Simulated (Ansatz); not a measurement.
Relaxation of Cs₂H₂⁺ with UKS r2SCAN-D4/def2-TZVP.

```sh
$ ansatz run in.yaml --threads 4 --pin off --events-out ev --progress --plain --max-ram 3916MiB
```

```yaml
crystal:
  periodic: [false, false, false]
  atoms:
    - {symbol: Cs, position_ang: [0.980980, 3.290400, 3.087510]}
    - {symbol: Cs, position_ang: [0.169020, 0.026570, 0.325230]}
    - {symbol: H, position_ang: [-0.679850, -1.957440, -1.485540]}
    - {symbol: H, position_ang: [-0.470140, -1.359530, -1.927200]}
basis:
  gaussian: {orbitals: def2-TZVP}
total_charge: 1
magnetization: {spin_polarized: true, initial_magnetization: 1}
hamiltonian: {xc: r2scan, dispersion: d4}
scf: {omitted_lower_state_checks: [starts]}
output: {orbitals: {seedname: orbitals}}
relax: {f_tol: 0.02, max_steps: 100}
```

Hardware: 4 threads of Intel Xeon on a shared host. Wall time 32 s.

Positions (Å) and forces (eV/Å) at steps 1, 2, 3, 4, 5, 7, 10, 13, 16 of 16:

```xyz
4
step=1 energy=-1124.9019 eV
Cs    0.981    3.290    3.088    0.101    0.408    0.344
Cs    0.169    0.027    0.325    0.089    0.019    0.193
H    -0.680   -1.957   -1.486    0.204    0.630   -0.835
H    -0.470   -1.360   -1.927   -0.394   -1.056    0.298
4
step=2 energy=-1125.0847 eV
Cs    1.024    3.428    3.219    0.090    0.363    0.305
Cs    0.202    0.097    0.418   -0.020   -0.201   -0.103
H    -0.711   -2.046   -1.603   -0.074   -0.199    0.017
H    -0.514   -1.479   -2.034    0.004    0.037   -0.219
4
step=3 energy=-1125.1864 eV
Cs    1.063    3.568    3.345    0.063    0.255    0.214
Cs    0.210    0.083    0.433   -0.016   -0.147   -0.077
H    -0.734   -2.107   -1.668   -0.043   -0.115    0.000
H    -0.540   -1.545   -2.110   -0.004    0.007   -0.137
4
step=4 energy=-1125.2570 eV
Cs    1.101    3.714    3.471    0.038    0.153    0.127
Cs    0.216    0.046    0.434   -0.002   -0.071   -0.022
H    -0.753   -2.157   -1.724   -0.017   -0.041   -0.037
H    -0.564   -1.603   -2.181   -0.019   -0.041   -0.068
4
step=5 energy=-1125.2999 eV
Cs    1.141    3.863    3.599    0.020    0.083    0.068
Cs    0.227    0.024    0.458    0.002   -0.033   -0.003
H    -0.774   -2.214   -1.790   -0.013   -0.036   -0.013
H    -0.594   -1.672   -2.267   -0.009   -0.014   -0.051
4
step=7 energy=-1125.3305 eV
Cs    1.223    4.163    3.850    0.001    0.002    0.001
Cs    0.254   -0.003    0.554    0.003    0.010    0.012
H    -0.807   -2.330   -1.935    0.000    0.001   -0.018
H    -0.671   -1.830   -2.469   -0.005   -0.013    0.004
4
step=10 energy=-1125.3325 eV
Cs    1.267    4.294    3.966    0.001    0.003    0.003
Cs    0.271    0.044    0.651   -0.002   -0.003   -0.004
H    -0.822   -2.417   -2.038   -0.007   -0.034    0.033
H    -0.717   -1.920   -2.579    0.007    0.034   -0.032
4
step=13 energy=-1125.3377 eV
Cs    1.354    4.555    4.185   -0.001   -0.007   -0.005
Cs    0.254    0.015    0.707   -0.001    0.001   -0.003
H    -0.826   -2.551   -2.186    0.004    0.033   -0.028
H    -0.782   -2.019   -2.706   -0.001   -0.028    0.036
4
step=16 energy=-1125.3384 eV
Cs    1.333    4.474    4.119    0.001    0.005    0.004
Cs    0.224   -0.018    0.624    0.000    0.000    0.002
H    -0.802   -2.505   -2.123    0.001    0.015   -0.020
H    -0.755   -1.952   -2.620   -0.002   -0.020    0.014
```

In the def2 sets Cs takes a core potential; there is no spin–orbit coupling. The structure comes from a short search, and lower isomers may exist.
